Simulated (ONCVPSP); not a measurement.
## An all-electron radial function and its pseudo partner (B)

Columns: radius, all-electron u(r) and pseudo u(r) of the 2p shell (level -3.84 eV) of boron in the configuration [He] 2s1.75 2p1.25; LDA (Perdew-Zunger), scalar-relativistic, ONCV scheme, ONCVPSP 4.0.1.

```tsv
r (bohr)	all-electron	pseudo
0.202	0.0899	0.0233
0.405	0.2412	0.0899
0.607	0.3781	0.1891
0.810	0.4841	0.3073
1.012	0.5573	0.4270
1.215	0.6020	0.5342
1.418	0.6231	0.6167
1.620	0.6260	0.6680
1.822	0.6157	0.6875
2.025	0.5960	0.6786
2.228	0.5699	0.6480
2.430	0.5400	0.6039
2.632	0.5078	0.5537
2.835	0.4745	0.5031
3.037	0.4413	0.4564
3.240	0.4085	0.4148
3.442	0.3770	0.3788
3.645	0.3466	0.3469
3.847	0.3180	0.3180
4.050	0.2910	0.2910
4.252	0.2658	0.2658
4.455	0.2422	0.2422
4.658	0.2203	0.2203
4.860	0.2003	0.2003
5.062	0.1818	0.1818
5.265	0.1647	0.1648
```

Question: How many radial nodes do the two functions have?

Answer: The all-electron 2p function has n − l − 1 = 0; the pseudo-wave has 0.

Question: At about which radius was the pseudo-wave matched?

Answer: 3.85 bohr. The columns agree to 0.0005 from 3.65 bohr on; several derivatives are matched, so the curves merge somewhat inside the radius.

Question: Is the pseudo-wave norm-conserving?

Answer: Yes: the ONCV scheme keeps the norm inside the radius equal to the all-electron one, which fixes the energy derivative of the logarithmic derivative at the level.
